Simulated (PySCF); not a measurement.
A structure optimised at PBE-D3(BJ)/def2-SVP, used in a PySCF frequency run:

```
Si
O 1 1.6784
H 2 0.9789 1 111.80
O 1 1.6801 2 114.72 3 -79.97
H 4 0.9744 1 115.31 2 -64.99
H 1 1.5008 2 104.93 3 157.57
Si 1 2.3528 6 117.14 2 115.79
H 7 1.5020 1 117.07 6 95.94
H 7 1.5044 8 108.90 1 130.58
Cl 7 2.1161 8 108.04 9 116.16
```

Question: Write its SMILES and formula.

Answer: O[SiH](O)[SiH2]Cl, ClH₅O₂Si₂

Question: What are its rotational constants (standard atomic weights)?

Answer: 3.5570, 1.4431, 1.2738 GHz
